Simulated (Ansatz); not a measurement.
Consider the ligand exchange at a Ge–C bond: `O[CH](F)[GeH2][F]` + H₂S → `[F][GeH2][SH]` + `OCF`.

Program: Ansatz. Geometries: PBE0-D4/def2-TZVP. ΔE: electronic, gas phase. CCSD(T)/CBS is the MP2 limit (def2-TZVPP, def2-QZVPP) plus CCSD(T) − MP2 in def2-TZVPP, frozen cores. This one scheme is used for every species. Functionals use def2-TZVPP. For Ge outer-core shells are correlated without core-valence functions, which leaves a few kJ/mol of doubt a bond. Scalar relativity is left out up to krypton. One conformer a species, not always the lowest.

| level | ΔE (kcal/mol) | difference from CCSD(T)/CBS |
| --- | --- | --- |
| ωB97X-V | -20.6 | 0.4 |
| ωB97M-V | -20.6 | 0.4 |
| r2SCAN | -21.7 | -0.7 |
| PBE0 | -22.1 | -1.1 |
| MP2/def2-TZVPP | -22.0 | -1.0 |
| CCSD(T)/def2-TZVPP | -20.8 | 0.2 |
| MP2/def2-QZVPP | -22.1 | -1.1 |
| SCS-MP2/def2-QZVPP | -21.8 | -0.8 |
| HF/CBS(def2) | -23.7 | -2.7 |
| MP2/CBS(def2) | -22.2 | -1.2 |
| CCSD(T)/CBS | -21.0 | 0 |

Largest T1 diagnostic among the species: 0.012.

From PBE to PBE0 (25 % exact exchange), in def2-TZVPP and without D4, ΔE moves by −0.9 kcal/mol. In def2-TZVPP, CCSD(T) changes the Hartree–Fock value by +2.8 kcal/mol (the triples alone add +0.0 kcal/mol) and MP2 by +1.6 kcal/mol.
